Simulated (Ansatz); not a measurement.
C2H7NOSi can be A, `C/C(O)=N\[SiH3]`, or B, `NC1CO[SiH2]1`.

Isolated molecules relaxed with PBE0-D4/def2-TZVP in Ansatz; ΔE leaves out vibrations. CCSD(T)/CBS is the MP2 limit (def2-TZVPP, def2-QZVPP) plus CCSD(T) − MP2 in def2-TZVPP, frozen cores. DFT in def2-TZVPP. B3LYP here is the variant with VWN-RPA as its local correlation; programs differ in this. Each species was taken in one conformer, which may not be the lowest.

Q: Which isomer does CCSD(T)/CBS put lower? Give the gap. (An estimate is asked.)

A: The calculation gave: A, by 48.1 kJ/mol.

Q: Give E(B) − E(A) in kJ/mol with PBE0-D4, B2PLYP, ωB97M-V, B3LYP-D4, MP2/def2-TZVPP, B3LYP, CCSD(T)/def2-TZVPP. (Best estimate.)

A: The calculation gave: PBE0-D4 48.4, B2PLYP 61.9, ωB97M-V 50.2, B3LYP-D4 65.3, MP2/def2-TZVPP 49.3, B3LYP 67.2, CCSD(T)/def2-TZVPP 51.9. None reverses the order clearly.

Largest T1 diagnostic: 0.013.

In def2-TZVPP, CCSD(T) changes the Hartree–Fock value by −21.1 kJ/mol (the triples alone add +2.0 kJ/mol) and MP2 by −23.7 kJ/mol. From PBE to PBE0 (25 % exact exchange), in def2-TZVPP and without D4, E(B) − E(A) moves by −8.4 kJ/mol.
